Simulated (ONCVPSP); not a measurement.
# What one change does to a pseudopotential (rubidium (Rb), ONCV)

ONCVPSP 4.0.1 input, shortened (lines: element, Z, core and valence counts, functional; n l f; lmax; l rc ep ncon nbas qcut; lloc lpopt rc5 dvloc0; l nproj debl; icmod fcfact rcfact), PW91, scalar-relativistic:

```
  Rb 37.00    6    3  -109134      upf
    1    0    2.00
    2    0    2.00
    2    1    6.00
    3    0    2.00
    3    1    6.00
    3    2   10.00
    4    0    2.00
    4    1    6.00
    5    0    1.00
    3
    0    2.10    0.00    4    6    6.30
    1    2.00    0.00    5    9    6.50
    2    2.25    0.21    4    7    4.70
    3    1.70    0.14    4    8    6.10
    4    5    1.70    0.00
    0    3    2.30
    1    2    2.20
    2    1    0.80
    3    2    0.80
    0    0.00    0.00
```

Change: p: qcut 4.3.

Cutoffs: the cutoffs (Ha) at which the residual kinetic energy of the hardest occupied pseudo-wave falls to 1 and 0.1 mHa per electron; they do not see the model core or the augmentation charge, which bear on the density cutoff. Errors are all-electron minus pseudo energies relative to the spin-unpolarised reference configuration.

Q: Predict the effect on cutoff, ghosts and configuration errors.

A: The potential gets neither clearly harder nor softer (14 Ha and 18 Ha → 12 Ha and 51 Ha); the s channel sets the loose cutoff, while the largest relative change is in p, which becomes softer; of the 4 tests that both files solve, the error grows in 0 and shrinks in 1 by more than 15 % and 0.3 meV (median size 0.1 → 0.1 meV); neither file shows a bound ghost.

| quantity | base | changed |
| --- | --- | --- |
| cutoff, loose | 14 Ha | 12 Ha |
| cutoff, tight | 18 Ha | 51 Ha |
| loose cutoff by channel | s 12 Ha, p 14 Ha | s 12 Ha, p 6.9 Ha |
| bound ghosts | none | none |
| GHOST(+) flags under 300 eV | none | none |
| error for 4s2 4p6 5s0, meV [ΔE 4.18 eV] | -0.1 | -0.1 |
| error for 4s2 4p6 5s0.5, meV [ΔE 1.58 eV] | -0.1 | -0.1 |
| error for 4s2 4p6 5s0 5p1, meV [ΔE 1.51 eV] | +0.1 | +0.1 |
| error for 4s1 4p6 5s1, meV [ΔE 37.81 eV] | -39 | -32 |
| s: phases at 2.13 bohr within 0.05 rad from the reference energy up to (Ha; the scan ends near 5) | to the end of the scan | to the end of the scan |
| p: phases at 2.03 bohr within 0.05 rad from the reference energy up to (Ha; the scan ends near 5) | to the end of the scan | to the end of the scan |
| d: phases at 2.28 bohr within 0.05 rad from the reference energy up to (Ha; the scan ends near 5) | 2.5 | 2.5 |
| f: phases at 1.72 bohr within 0.05 rad from the reference energy up to (Ha; the scan ends near 5) | to the end of the scan | to the end of the scan |
